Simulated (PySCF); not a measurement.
C8H7F, SMILES C=Cc1ccccc1F, singlet, GFN2-xTB optimised geometry.

```
16

C     -2.56    -1.04     0.00
C     -1.72    -0.02     0.00
C     -0.26    -0.10     0.00
C      0.45    -1.30     0.00
C      1.83    -1.32     0.00
C      2.55    -0.14     0.00
C      1.88     1.07     0.00
C      0.50     1.07     0.00
F     -0.13     2.27     0.00
H     -2.24    -2.07     0.00
H     -3.63    -0.88     0.00
H     -2.11     0.99     0.00
H     -0.09    -2.23     0.00
H      2.35    -2.27     0.00
H      3.63    -0.15     0.00
H      2.41     2.01     0.00
```

Density from PySCF 2.14.0 with CAM-B3LYP/def2-TZVP at that geometry.

Minimum of the electron density along straight lines between bonded atoms, close to the bond critical point (lines longer than 1.1 times the sum of covalent radii, or with two minima, are not listed):

```tsv
bond	length / Å	ρ at the minimum / e bohr⁻³	∇²ρ there / e bohr⁻⁵	position (fraction from the first atom)
C1–C2	1.327	(withheld)	-1.11	0.50
C2–C3	1.458	0.283	(withheld)	0.49
C3–C4	1.396	0.317	-0.93	0.51
C4–C5	1.381	0.326	-0.98	0.50
C5–C6	1.386	0.324	-0.98	0.50
C6–C7	1.384	0.324	-0.97	0.50
C3–C8	1.397	0.321	-0.96	0.48
C7–C8	1.381	0.331	-1.02	0.48
C8–F9	1.353	0.260	(withheld)	0.33
C1–H10	1.077	0.289	-1.04	0.64
C1–H11	1.076	0.290	-1.05	0.65
C2–H12	1.082	0.290	-1.05	0.65
C4–H13	1.078	0.290	-1.05	0.65
C5–H14	1.080	0.289	-1.04	0.65
C6–H15	1.079	0.290	-1.05	0.65
C7–H16	1.079	0.289	-1.04	0.65
```

Task: Some entries are withheld; supply them.

Result: 
- C1–C2, ρ at the minimum / e bohr⁻³: 0.357
- C2–C3, ∇²ρ there / e bohr⁻⁵: -0.81
- C8–F9, ∇²ρ there / e bohr⁻⁵: -0.11
